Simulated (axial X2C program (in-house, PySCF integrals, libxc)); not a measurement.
Ionising the radicals of a process plasma

Computed with an in-house relativistic program for diatomic molecules, spin-free (one-electron X2C) or two-component (2c: spin–orbit coupling with atomic mean-field Coulomb and Gaunt terms, which also bring small scalar terms), in Dyall basis sets with cores contracted in-house; open shells are unrestricted.

Level PBE0, spin-free. Basis sets: Al dyall-v3z, As dyall-cv3z, B dyall-v3z, Br dyall-cv3z, C dyall-v3z, Co dyall-cv3z, F dyall-av3z, Ga dyall-cv3z, Ge dyall-cv3z, Mo dyall-cv3z, P dyall-v3z, Zr dyall-cv3z.

```
species             state         ion state  adiabatic IE with zero-point terms (eV)  D0 (eV)  D0 of the ion (eV)
    ZrC    M_S = 1, Λ = 0  M_S = 1/2, Λ = 0                                     6.52      n/a                 n/a
    ZrF  M_S = 3/2, Λ = 0    M_S = 1, Λ = 2                                     6.81      n/a                 n/a
    GaB    M_S = 1, Λ = 0  M_S = 1/2, Λ = 0                                     7.02     1.92                0.88
    AlB    M_S = 1, Λ = 0  M_S = 1/2, Λ = 0                                     7.21     2.07                0.94
   GeBr  M_S = 1/2, Λ = 1    M_S = 0, Λ = 0                                     7.23     3.60                4.29
    MoP  M_S = 3/2, Λ = 0    M_S = 1, Λ = 0                                     7.53      n/a                 n/a
    CoB    M_S = 1, Λ = 2  M_S = 3/2, Λ = 2                                     7.58      n/a                 n/a
    GeP  M_S = 1/2, Λ = 1    M_S = 1, Λ = 0                                     8.41     3.20                2.72
    BAs    M_S = 1, Λ = 1  M_S = 3/2, Λ = 0                                     8.76     2.98                2.87
```

Question: Which of these can a metastable argon atom (³P2, 11.55 eV, NIST) ionise on energy grounds?

Answer: At PBE0, spin-free, IE lies below 11.55 eV for ZrC, ZrF, GaB, AlB, GeBr, MoP, CoB, GeP, BAs.

Question: Which of these can a metastable xenon atom (³P2, 8.32 eV, NIST) ionise on energy grounds?

Answer: At PBE0, spin-free, IE lies below 8.32 eV for ZrC, ZrF, GaB, AlB, GeBr, MoP, CoB. Within the error of the method (some tenths of an eV) the answer is open for GeP.

Question: Give the threshold for dissociative ionisation to the lowest fragments, IE + D0(ion).

Answer: At PBE0, spin-free: GaB → Ga+ + B: 7.90 eV; AlB → Al+ + B: 8.15 eV; GeBr → Br + Ge+: 11.52 eV; GeP → Ge+ + P: 11.13 eV; BAs → As + B+: 11.63 eV.

Each entry is the lowest single determinant of a limited PBE0 search at one distance. De goes to single-determinant-based atoms at the same level (for ions the charge split of lowest energy) and is withheld (n/a) where an atom does not fit its ground term or J level. Main or longest-lived isotopes. One determinant is a doubtful description, or other states lie close, for ZrC, ZrC⁺, ZrF, ZrF⁺, GaB, AlB, MoP, MoP⁺, CoB, CoB⁺, GeP, GeP⁺, BAs, BAs⁺; these need not be ground states, and all values refer to the states named. The functionals have no current term, which raises determinants with orbital currents. These values were not checked against measured ones; errors of some tenths of an eV are usual, and D0 of doubtful transition-metal species is not given. Spin-free thresholds lack the spin–orbit lowering of heavy atomic ions, up to half an eV for Sn⁺ or Sb⁺.
